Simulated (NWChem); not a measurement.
System: C4H2N2S; SMILES c1scc(C#N)n1

Computed with NWChem. Pople sets run with spherical d functions. STO-3G and 3-21G are far too small for this property and stand as cheap habits. Structure relaxed at the PBE-D3(BJ)/def2-SVP level. Vertical excitations in the gas phase; the lowest state need not have the same character in each row.

Q: Order these by “lowest excitation, singlet (eV)”, lowest first: B3LYP/6-31G*, TDA; B3LYP/3-21G, TDA; B3LYP/def2-SVP, TDA.

A: B3LYP/3-21G, TDA (5.08), B3LYP/def2-SVP, TDA (5.18), B3LYP/6-31G*, TDA (5.27)
